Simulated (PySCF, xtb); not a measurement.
AlHFCl, SMILES [F][AlH][Cl].

xtb with GFN2-xTB at its own geometry gives an orbital gap of 5.13 eV and a dipole moment of 1.27 D.

Coordinates come from a PBE-D3(BJ)/def2-TZVP optimisation.

Task: What does PBE/def2-TZVPD (PySCF) give? (The exact figures need the calculation; the answer reports its results.)

Result: gap 6.07 eV (levels -8.13 and -2.06 eV), dipole 1.26 D.
